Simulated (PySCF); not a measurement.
Predicted microwave data (PBE0-D3(BJ)/def2-SVP geometry optimisation, gas phase in PySCF) for one isomer of C4H6OSi:

| Item | Value |
| --- | --- |
| Rotational constants | A = 8425, B = 1983, C = 1636 MHz |
| Dipole components | \|μa\| = 0.88 D, \|μb\| = 0.50 D, \|μc\| = 0.01 D |
| Inertial defect | -5.92 u·Å² |
| κ | -0.90 |

Task: Which structure is it? (One computed conformer of each.)
A. `O=CC#CC[SiH3]`
B. `[CH:1]#[C:2]/[CH:3]=[CH:4]\[O:5][SiH3:6]` with C3–C4–O5–Si6 -179°
C. `[SiH3]c1ccco1`

Result: C. It is [SiH3]c1ccco1, an asymmetric top. The candidates at the same level (rigid rotor, commonest isotopes):

```tsv
SMILES	A (MHz)	B (MHz)	C (MHz)	μa (D)	μb (D)	μc (D)	Δ (u·Å²)	point group	rotor
C#C/C=C\O[SiH3]	8481	1294	1138	1.91	0.73	0.02	-5.98	–	near-prolate asymmetric top
[SiH3]c1ccco1	8425	1983	1636	0.88	0.50	0.01	-5.92	–	asymmetric top
O=CC#CC[SiH3]	9895	976.4	930.8	3.45	1.32	1.23	-25.71	C1	near-prolate asymmetric top
```

`C#C/C=C\O[SiH3]` has B 35 % too low; `O=CC#CC[SiH3]` has B 51 % too low. No structure here is proved a minimum.
